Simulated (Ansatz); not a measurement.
Start from `[CH3][Sn]([OH])([OH])[F]` and change one atom or group to get `[OH][Sn]([OH])([OH])[F]`.

Ansatz, PBE0-D4/def2-TZVP geometries, multiplicity 1. Each molecule was computed in one conformer, which needn't be the lowest.

Elements past krypton have def2 core potentials.

```json
{"property": "LUMO energy (ωB97M-V/def2-TZVPP) / eV", "`[CH3][Sn]([OH])([OH])[F]`": "0.85"}
{"property": "HOMO energy (PBE0/def2-TZVPP) / eV", "`[CH3][Sn]([OH])([OH])[F]`": "-8.80"}
{"property": "size of the dipole moment (B3LYP/def2-TZVPP) / D", "`[CH3][Sn]([OH])([OH])[F]`": "1.64"}
{"property": "HOMO energy (B3LYP/def2-TZVPP) / eV", "`[CH3][Sn]([OH])([OH])[F]`": "-8.53"}
{"property": "HOMO–LUMO gap (PBE/def2-TZVPP) / eV", "`[CH3][Sn]([OH])([OH])[F]`": "5.12"}
{"property": "size of the dipole moment (PBE/def2-TZVPP) / D", "`[CH3][Sn]([OH])([OH])[F]`": "1.57"}
```

(1) What does the change do to each property? (An estimate is asked.)

Results:

(1) Ansatz gave: 
```tsv
property	`[OH][Sn]([OH])([OH])[F]`	shift
LUMO energy (ωB97M-V/def2-TZVPP) / eV	-0.04	-0.89
HOMO energy (PBE0/def2-TZVPP) / eV	-9.48	-0.68
size of the dipole moment (B3LYP/def2-TZVPP) / D	1.47	-0.17
HOMO energy (B3LYP/def2-TZVPP) / eV	-9.20	-0.67
HOMO–LUMO gap (PBE/def2-TZVPP) / eV	4.68	-0.44
size of the dipole moment (PBE/def2-TZVPP) / D	1.42	-0.15
```

With PBE0 the HOMO falls by 0.68 eV and the LUMO falls by 1.00 eV, so the gap narrows by about 0.32 eV. PBE moves the HOMO by -0.57 eV and ωB97M-V by -0.76 eV. The zero-point energy changes by -60.5 kJ/mol with -6 modes. Dipoles are sizes alone; their direction can turn.

B3LYP here is the variant with VWN-RPA as its local correlation; programs differ in this.
